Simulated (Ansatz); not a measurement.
[YbF6]3- (YbF₆³⁻). Charge -3, multiplicity 2. Geometry relaxed at B3LYP-D4/def2-SVP.

```
atom   x (Å)   y (Å)   z (Å)
 Yb1   0.000   0.000   0.000
  F2  -0.020  -0.324  -2.156
  F3   0.020   0.324   2.156
  F4   1.453   1.607  -0.240
  F5  -1.453  -1.607   0.240
  F6   1.612  -1.451   0.221
  F7  -1.612   1.451  -0.221
```

In the def2 sets Yb takes a core potential; there is no spin–orbit coupling. With an open 4f shell the SCF may have ended on a state above the lowest. A multiply charged anion in the gas phase is held together partly by the finite basis. The relaxation made no stability test and no search for a lower SCF solution. No other spin state of charge -3 was run.

(1) Estimate the harmonic wavenumbers at UKS B3LYP-D4/def2-SVP (Ansatz, unscaled). Is this a minimum?

Answers

(1) 111, 111, 115, 193, 194, 195, 198, 199, 200, 315, 317, 335, 336, 336, 415 cm⁻¹. Yes, no mode is imaginary beyond noise. Zero-point energy 21.3 kJ/mol. Hardware: 4 threads of Arm Neoverse N1 on a shared host. Wall time 9.4 min, peak host memory 1 GiB.
